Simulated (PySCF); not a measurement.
**Input and output**

[ReF6]+ (singlet). PySCF 2.14.0, RKS CAM-B3LYP, Re def2-SVP with ECP60, F def2-SVP; non-relativistic Hamiltonian with scalar-relativistic core potentials where named; density fitting; no spin-orbit coupling. Purpose: singlet excitations, Tamm-Dancoff CAM-B3LYP.

```python
mol = gto.M(atom='''
Re    -0.00000    -0.00000    -0.00000
F     -0.00000     0.00000     1.81749
F      0.00000    -0.00000    -1.81749
F      1.81749    -0.00000    -0.00000
F      0.00000     1.81749    -0.00000
F     -1.81749     0.00000     0.00000
F     -0.00000    -1.81749     0.00000''',
    basis={'Re': 'def2-SVP', 'F': 'def2-SVP'},
    ecp={'Re': 'def2-SVP'},
    charge=1, spin=0)
mf = dft.RKS(mol, xc='CAMB3LYP')
mf.grids.atom_grid = (50, 194)
mf = mf.density_fit()  # fitting sets: Re def2-universal-JKFIT, F def2-universal-JKFIT
mf.conv_tol = 1e-08; mf.max_cycle = 55
mf.kernel(dm0)  # dm0: converged density of the relaxed state
td = mf.TDA(); td.nstates = 8; td.kernel()
```

Run from Python with OMP_NUM_THREADS=2; the lines above give its settings. Where DIIS fails, smearing, a level shift and second-order steps follow.
It took 99 s on 2 threads of Arm Neoverse V1, with other jobs on the host, from an already converged density.

**Question.** Where do the frontier levels lie, over both spins?

**Answer.** HOMO -21.26 eV, LUMO -12.45 eV. 

**Question.** What are the Mulliken charges and spins?

**Answer.** 
| atom | charge (e) | spin (e) |
| --- | --- | --- |
| Re1 | 1.938 | 0.000 |
| F2 | -0.156 | 0.000 |
| F3 | -0.156 | 0.000 |
| F4 | -0.156 | 0.000 |
| F5 | -0.156 | 0.000 |
| F6 | -0.156 | 0.000 |
| F7 | -0.156 | 0.000 |

**Question.** Which singlet excitations follow (Tamm-Dancoff, 8 states)?

**Answer.** 
| state | eV | oscillator strength |
| --- | --- | --- |
| 1 | 4.46 | 0.0000 |
| 2 | 4.49 | 0.0000 |
| 3 | 4.49 | 0.0000 |
| 4 | 4.49 | 0.0000 |
| 5 | 4.60 | 0.0000 |
| 6 | 4.60 | 0.0000 |
| 7 | 4.60 | 0.0000 |
| 8 | 4.86 | 0.0000 |

The geometry was relaxed with TPSS (Re def2-SVP with ECP60, F def2-SVP).
